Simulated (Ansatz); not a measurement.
`C[SiH](S)Br` + HCl → `C[SiH](Cl)Br` + H₂S at 500 K and 1 bar (ligand exchange at the Si–S bond).

Gas-phase electronic energies from Ansatz, PBE0-D4/def2-TZVP geometries. CCSD(T)/CBS is the MP2 limit (def2-TZVPP, def2-QZVPP) plus CCSD(T) − MP2 in def2-TZVPP, frozen cores. This one scheme is used for every species. For Br outer-core shells are correlated without core-valence functions, which leaves a few kJ/mol of doubt a bond. Scalar relativity is left out up to krypton. Each species was taken in one conformer, which may not be the lowest.

```
       species  CCSD(T)/CBS energy (Eh)  H − E (kJ/mol)  S (J/(mol·K))
 `C[SiH](S)Br`              -3301.32855           193.3          413.8
           HCl               -460.38127            32.5          201.9
`C[SiH](Cl)Br`              -3362.75163           167.5          394.9
           H₂S               -398.97279            57.0          224.0
```

H − E and S are ideal-gas, rigid-rotor, harmonic terms from PBE0-D4/def2-TZVP, for one conformer and one mirror image of each species. 1 Eh = 2625.50 kJ/mol, R = 8.31446 J/(mol·K).

**Question.** By hand: ΔE, ΔH, ΔS and ΔG.

**Answer.** ΔE = (-3362.75163) + (-398.97279) − (-3301.32855) − (-460.38127) = -0.01460 Eh = -38.3 kJ/mol. Δ(H − E) = 167.5 + 57.0 − 193.3 − 32.5 = -1.3, so ΔH = -39.6 kJ/mol. ΔS = 394.9 + 224.0 − 413.8 − 201.9 = 3.2 J/(mol·K). ΔG = -39.6 − 500 × (3.2)/1000 = -41.2 kJ/mol.

**Question.** By hand: the equilibrium constant, and the temperature at which ΔG would vanish if ΔH and ΔS stayed fixed.

**Answer.** log₁₀ K = −ΔG/(RT ln 10) = 4.3. ΔH and −TΔS have one sign here, so there is no such temperature. One of them is within its doubt of zero, so this could turn.

The number of gas molecules stays the same, so ΔS is small and ΔH decides. A doubt of 5 kJ/mol in ΔE shifts log₁₀ K by 0.5 here. Other conformers and mirror images would add mixing entropy, several J/(mol·K) or more a flexible species. These are equilibria of isolated gas molecules and say nothing of rates. Largest T1 diagnostic: 0.009 (customary marks: 0.02 for closed shells, 0.045 for open ones).
